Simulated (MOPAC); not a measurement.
Job for MOPAC: AM1 on C2H5BO (SMILES C=CBO), a point of a torsion scan.

```
AM1 1SCF PRECISE CHARGE=0 THREADS=1
C2H5BO

C     -1.39418838 1     0.44162905 1    -0.09122446 1
C     -0.38094098 1    -0.18988384 1     0.48468964 1
B      0.95035551 1    -0.61393035 1    -0.23920189 1
O      2.14381309 1    -0.17048430 1     0.15463848 1
H     -1.39317191 1     0.65504553 1    -1.14831227 1
H     -2.26593862 1     0.77265543 1     0.45322903 1
H     -0.44078839 1    -0.35245495 1     1.55883994 1
H      0.95913779 1    -1.31210990 1    -1.18304236 1
H      2.16462995 1     0.41012589 1     0.91782477 1
```

Output:

```
*******************************************************************************
 **                                                                           **
 **                              MOPAC v23.2.5                                **
 **                                                                           **
 *******************************************************************************
 ** MOPAC's Digital Object Identifier: https://doi.org/10.5281/zenodo.6511958 **
 **                                                                           **
 ** Please cite the open-source release paper for use of this MOPAC version:  **
 ** J. E. Moussa and J. J. P. Stewart (2026)                                  **
 ** MOPAC: An open-source semiempirical molecular orbital program             **
 ** J. Open Source Softw., 11(119), 8025, https://doi.org/10.21105/joss.08025 **
 *******************************************************************************

                              AM1 CALCULATION RESULTS

 *******************************************************************************
 *  AM1        - The AM1 Hamiltonian to be used
 *
 *
 *
 *                 CHARGE ON SYSTEM = 0
 *
 *
 *
 *  PRECISE    - TIGHTER CRITERIA TO BE USED
 *  1SCF       - DO 1 SCF AND THEN STOP
 *  THREADS=1  - MULTI-THREADING NOT USED
 *  T=         - A TIME OF 172800.0 SECONDS REQUESTED
 *  DUMP=N     - RESTART FILE WRITTEN EVERY 7200.0 SECONDS REQUESTED
 *******************************************************************************
AM1 1SCF PRECISE CHARGE=0 THREADS=1
 C2H5BO

   ATOM   CHEMICAL          X               Y               Z
  NUMBER   SYMBOL      (ANGSTROMS)     (ANGSTROMS)     (ANGSTROMS)

     1       C         -1.39418838  *   0.44162905  *  -0.09122446  *
     2       C         -0.38094098  *  -0.18988384  *   0.48468964  *
     3       B          0.95035551  *  -0.61393035  *  -0.23920189  *
     4       O          2.14381309  *  -0.17048430  *   0.15463848  *
     5       H         -1.39317191  *   0.65504553  *  -1.14831227  *
     6       H         -2.26593862  *   0.77265543  *   0.45322903  *
     7       H         -0.44078839  *  -0.35245495  *   1.55883994  *
     8       H          0.95913779  *  -1.31210990  *  -1.18304236  *
     9       H          2.16462995  *   0.41012589  *   0.91782477  *



          CARTESIAN COORDINATES

    NO.       ATOM           X           Y           Z

     1         C         -1.3942      0.4416     -0.0912
     2         C         -0.3809     -0.1899      0.4847
     3         B          0.9504     -0.6139     -0.2392
     4         O          2.1438     -0.1705      0.1546
     5         H         -1.3932      0.6550     -1.1483
     6         H         -2.2659      0.7727      0.4532
     7         H         -0.4408     -0.3525      1.5588
     8         H          0.9591     -1.3121     -1.1830
     9         H          2.1646      0.4101      0.9178

  H: (AM1): M.J.S. DEWAR ET AL, J. AM. CHEM. SOC. 107 3902-3909 (1985)
  B: (AM1): M.J.S. DEWAR ET AL, ORGANOMETALLICS, 7, 513-521 (1988)
  C: (AM1): M.J.S. DEWAR ET AL, J. AM. CHEM. SOC. 107 3902-3909 (1985)
  O: (AM1): M.J.S. DEWAR ET AL, J. AM. CHEM. SOC. 107 3902-3909 (1985)

           Empirical Formula: C2 H5 O B  =     9 atoms



      MOLECULAR POINT GROUP   :   C1


      RHF CALCULATION, NO. OF DOUBLY OCCUPIED LEVELS = 11


 -------------------------------------------------------------------------------
 AM1 1SCF PRECISE CHARGE=0 THREADS=1
 C2H5BO



     1SCF WAS SPECIFIED, SO BFGS WAS NOT USED
     SCF FIELD WAS ACHIEVED


                              AM1 CALCULATION
                                                       MOPAC v23.2.5 Linux




          FINAL HEAT OF FORMATION =        -57.65880 KCAL/MOL =    -241.24443 KJ/MOL


          COSMO AREA              =        102.17 SQUARE ANGSTROMS
          COSMO VOLUME            =         84.73 CUBIC ANGSTROMS

          IONIZATION POTENTIAL    =         10.431552 EV
          HOMO LUMO ENERGIES (EV) =        -10.432  1.125
          NO. OF FILLED LEVELS    =         11
          MOLECULAR WEIGHT        =         55.8709         POINT GROUP:  C1

          MOLECULAR DIMENSIONS (Angstroms)

            Atom       Atom       Distance
            H     6    O     4     4.51936
            H     9    H     8     2.89365
            H     7    H     5     2.44213


          SCF CALCULATIONS        =          1





   ATOM   CHEMICAL          X               Y               Z
  NUMBER   SYMBOL      (ANGSTROMS)     (ANGSTROMS)     (ANGSTROMS)

     1       C         -1.39418838  *   0.44162905  *  -0.09122446  *
     2       C         -0.38094098  *  -0.18988384  *   0.48468964  *
     3       B          0.95035551  *  -0.61393035  *  -0.23920189  *
     4       O          2.14381309  *  -0.17048430  *   0.15463848  *
     5       H         -1.39317191  *   0.65504553  *  -1.14831227  *
     6       H         -2.26593862  *   0.77265543  *   0.45322903  *
     7       H         -0.44078839  *  -0.35245495  *   1.55883994  *
     8       H          0.95913779  *  -1.31210990  *  -1.18304236  *
     9       H          2.16462995  *   0.41012589  *   0.91782477  *

                             CARTESIAN COORDINATES

   1    C       -1.394188380     0.441629050    -0.091224460
   2    C       -0.380940980    -0.189883840     0.484689640
   3    B        0.950355510    -0.613930350    -0.239201890
   4    O        2.143813090    -0.170484300     0.154638480
   5    H       -1.393171910     0.655045530    -1.148312270
   6    H       -2.265938620     0.772655430     0.453229030
   7    H       -0.440788390    -0.352454950     1.558839940
   8    H        0.959137790    -1.312109900    -1.183042360
   9    H        2.164629950     0.410125890     0.917824770


           Empirical Formula: C2 H5 O B  =     9 atoms



      MOLECULAR POINT GROUP   :   C1


                  EIGENVALUES
 -38.02891 -33.38388 -23.27525 -20.90423 -17.11807 -15.54469 -14.34703 -13.75625
 -13.18671 -10.93496 -10.43155   1.12537   2.50594   2.72395   4.02897   4.29799
   4.85377   5.47628   5.76600   6.29238   7.58470


              NET ATOMIC CHARGES AND DIPOLE CONTRIBUTIONS

  ATOM NO.   TYPE          CHARGE      No. of ELECS.   s-Pop       p-Pop
    1          C          -0.182203        4.1822     1.23716     2.94504
    2          C          -0.302980        4.3030     1.26752     3.03546
    3          B           0.220697        2.7793     1.18626     1.59305
    4          O          -0.299635        6.2996     1.82710     4.47253
    5          H           0.104824        0.8952     0.89518
    6          H           0.106276        0.8937     0.89372
    7          H           0.108967        0.8910     0.89103
    8          H           0.019949        0.9801     0.98005
    9          H           0.224105        0.7759     0.77590
 DIPOLE           X         Y         Z       TOTAL
 POINT-CHG.     0.030     0.340     0.242     0.418
 HYBRID        -0.502     0.494     0.774     1.046
 SUM           -0.472     0.834     1.016     1.396


          ATOMIC ORBITAL ELECTRON POPULATIONS

     Atom    s        px        py        pz
    1  C   1.23716   0.96416   0.97572   1.00516
    2  C   1.26752   1.02131   1.00179   1.01236
    3  B   1.18626   0.61612   0.42697   0.54995
    4  O   1.82710   1.44531   1.57412   1.45311
    5  H   0.89518
    6  H   0.89372
    7  H   0.89103
    8  H   0.98005
    9  H   0.77590

 **********************
 *                    *
 * JOB ENDED NORMALLY *
 *                    *
 **********************




 == MOPAC DONE ==
```

The run finished.

Cost: around 0.020 core-seconds (rough).
